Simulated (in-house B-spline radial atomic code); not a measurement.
Ionising F⁶⁺ with different functionals

Computed with a B-spline radial code for spherical atoms: non-relativistic Hamiltonian, point nucleus, spin-polarised at highest spin, spherical fractional occupations for the functionals, and exact exchange of hybrids averaged over the configuration. The ionisation energy is the difference of two self-consistent energies, [He] 2s1 → 1s2, without Breit or QED terms; ε is the level of the shell that loses the electron (its least bound occupied spin orbital).

| method | rung | ΔSCF (eV) | -ε(2s) (eV) |
| --- | --- | --- | --- |
| PBE0 | global hybrid | ? | ? |
| B3LYP | global hybrid | 185.98 | 176.10 |
| TPSSh | global hybrid | 185.46 | 175.22 |
| M06-2X | global hybrid | 185.72 | 179.65 |
| BHandHLYP | global hybrid | ? | ? |
| r2SCAN0 | global hybrid | 184.85 | 177.06 |
| B97-1 | global hybrid | 185.32 | 176.04 |
| HSE06 | range-separated hybrid | 185.54 | 176.18 |
| wB97X | range-separated hybrid | 183.59 | 178.94 |
| CAM-B3LYP | range-separated hybrid | 185.87 | 178.05 |
| LC-wPBE | range-separated hybrid | 185.79 | 179.42 |

Task: What does PBE0 give?

Result: ΔSCF 185.55 eV, and -ε(2s) = 176.61 eV.

Task: What does BHandHLYP give?

Result: ΔSCF 185.85 eV, and -ε(2s) = 179.46 eV.

Task: Among the functionals, which spreads more, the ΔSCF values or the orbital energies?

Result: The orbital energies: ΔSCF values span about 2.39 eV and the orbital energies 4.43 eV.

Task: How do they compare with the NIST value?

Result: NIST lists 185.187 eV (measured, ground level to ground level). Errors run from -1.60 to +0.79 eV; B97-1 is closest (+0.14 eV), but part of that can be cancellation, since the calculations leave out relativity, Breit-QED terms.
